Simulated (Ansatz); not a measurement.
The same path of a periodic cell of 17 atoms, Si (host Si, host structure diamond, interstitial Si) was run twice with different band settings. Lost on the way: Si1–Si17. Made: Si14–Si17.

Computed with Ansatz 0.2.0, DFT PBE, scalar-relativistic, plane waves, PAW. Settings: PAW set soft_1, cutoff 420 eV, k mesh 2x2x2, gaussian smearing 0.02 eV, no spin polarisation.

Relaxed end points:

```xyz
17
Lattice="0.0000 5.4300 5.4300 5.4300 0.0000 5.4300 5.4300 5.4300 0.0000" Properties=species:S:1:pos:R:3
Si -0.028 -0.022 0.021
Si 1.354 1.358 1.387
Si 2.734 2.737 0.019
Si 4.066 4.073 1.354
Si 2.716 -0.004 2.706
Si 4.033 1.359 4.071
Si 5.401 2.740 2.689
Si 6.784 4.106 4.069
Si -0.006 2.720 2.710
Si 1.355 4.043 4.072
Si 2.735 5.410 2.691
Si 4.103 6.788 4.071
Si 2.716 2.724 5.434
Si 4.071 4.073 6.786
Si 5.422 5.427 5.432
Si 6.784 6.790 6.752
Si 6.780 6.790 9.498
```

```xyz
17
Lattice="0.0000 5.4300 5.4300 5.4300 0.0000 5.4300 5.4300 5.4300 0.0000" Properties=species:S:1:pos:R:3
Si -0.001 -0.001 0.000
Si 1.352 1.352 1.352
Si 2.714 2.714 0.033
Si 4.076 4.076 1.354
Si 2.716 0.033 2.714
Si 4.077 1.353 4.077
Si 5.397 2.715 2.716
Si 6.765 4.095 4.095
Si 0.033 2.716 2.714
Si 1.353 4.077 4.077
Si 2.715 5.397 2.716
Si 4.095 6.765 4.095
Si 2.716 2.716 5.397
Si 4.100 4.100 6.760
Si 5.435 5.435 5.427
Si 6.767 6.767 6.767
Si 8.150 8.150 8.142
```

Common settings: optimiser quadratic models (default); end points relaxed.

| run | movable images | climbing image | spring | start path | force threshold | iteration limit |
| --- | --- | --- | --- | --- | --- | --- |
| 1 | 5 | yes | 10.0 eV/Å² | IDPP | 0.03 eV/Å | 63 |
| 2 | 2 | no | 5.0 eV/Å² | default | 0.05 eV/Å | 50 |

**Question.** What does each run give, and how far can it be trusted?

**Answer.** Run 1: converged after 38 iterations, highest image 0.305 eV above the first end. By the program's own check the climbing image is of a kind that is not told: the force calls were inconclusive, a negative curvature could not be distinguished from the path's own, the only one lies far off the path, or fixed occupations may fill a level only in part (lowest curvatures found: -0.27 and 0.72 eV/Å²).
Run 2: converged after 6 iterations, highest image 0.280 eV above the first end. No image climbed, so the highest image needn't sit at the top of the path.
Limits of this set-up: coarse k mesh, a small cell, in which the defect meets its images.
